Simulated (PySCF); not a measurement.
How the functional moves excitation energies

Species: C5H7Br.
SMILES: `C=C(Br)/C=C\C`

Linear-response calculations in the def2-SVPD basis (PySCF; singlets by full response, triplets Tamm–Dancoff, core orbitals frozen in the response; HF means time-dependent Hartree–Fock). 'Strongest' is the level of largest summed f among the singlets computed (10 roots, of which the last may lack a degenerate partner); it can jump between rows when another state enters that window. S1 is the lowest singlet of each run and needn't be the same state throughout; f(S1) is that of one state. One conformer (not necessarily the lowest) at the PBE0-D3(BJ)/def2-SVP geometry, without solvent, vibrations or thermal averaging. Relativistic effects, spin–orbit coupling among them, are left out although an element past zinc is present.

```json
{"functional": "LDA", "kind": "LDA", "S1 (eV)": "4.57", "f(S1)": "0.037", "strongest (eV)": "5.24", "T1 (eV)": "3.46", "HOMO (eV)": "-6.09", "gap (eV)": "3.87", "ionisation energy, ΔSCF (eV)": "8.81"}
{"functional": "PBE", "kind": "GGA", "S1 (eV)": "4.60", "f(S1)": "0.038", "strongest (eV)": "5.28", "T1 (eV)": "3.31", "HOMO (eV)": "-5.92", "gap (eV)": "3.92", "ionisation energy, ΔSCF (eV)": "8.59"}
{"functional": "B3LYP", "kind": "global hybrid, 20% exact exchange", "S1 (eV)": "5.02", "f(S1)": "0.079", "strongest (eV)": "6.72", "T1 (eV)": "3.38", "HOMO (eV)": "-6.75", "gap (eV)": "5.47", "ionisation energy, ΔSCF (eV)": "8.75"}
{"functional": "PBE0", "kind": "global hybrid, 25% exact exchange", "S1 (eV)": "5.16", "f(S1)": "0.094", "strongest (eV)": "6.92", "T1 (eV)": "3.33", "HOMO (eV)": "-6.97", "gap (eV)": "5.89", "ionisation energy, ΔSCF (eV)": "8.77"}
{"functional": "BHandHLYP", "kind": "global hybrid, 50% exact exchange", "S1 (eV)": "5.48", "f(S1)": "0.144", "strongest (eV)": "6.43", "T1 (eV)": "3.33", "HOMO (eV)": "-7.86", "gap (eV)": "7.82", "ionisation energy, ΔSCF (eV)": "8.76"}
{"functional": "CAM-B3LYP", "kind": "range-separated hybrid", "S1 (eV)": "5.37", "f(S1)": "0.117", "strongest (eV)": "5.37", "T1 (eV)": "3.41", "HOMO (eV)": "-8.22", "gap (eV)": "8.24", "ionisation energy, ΔSCF (eV)": "8.92"}
{"functional": "wB97X-D", "kind": "range-separated hybrid", "S1 (eV)": "5.40", "f(S1)": "0.128", "strongest (eV)": "5.40", "T1 (eV)": "3.50", "HOMO (eV)": "-8.76", "gap (eV)": "9.44", "ionisation energy, ΔSCF (eV)": "8.88"}
{"functional": "LC-wPBE", "kind": "range-separated hybrid", "S1 (eV)": "5.70", "f(S1)": "0.147", "strongest (eV)": "6.82", "T1 (eV)": "3.36", "HOMO (eV)": "-9.56", "gap (eV)": "10.67", "ionisation energy, ΔSCF (eV)": "9.10"}
{"functional": "HF", "kind": "Hartree–Fock", "S1 (eV)": "5.91", "f(S1)": "0.271", "strongest (eV)": "7.46", "T1 (eV)": "2.95", "HOMO (eV)": "-9.18", "gap (eV)": "11.50", "ionisation energy, ΔSCF (eV)": "not settled"}
```

S1 runs from 4.57 eV (LDA) to 5.91 eV (HF), a spread of 1.34 eV, while the orbital gap spreads over 7.6 eV. Along PBE (0%), B3LYP (20%), PBE0 (25%), BHandHLYP (50%), HF (100%) S1 rises with the share of exact exchange. −ε(HOMO) comes closest to its own ΔSCF ionisation energy with wB97X-D (-0.12 eV) and misses most with LDA (-2.72 eV). 'Not settled' means that the ion's SCF failed to converge or may have ended in another state than the lowest.
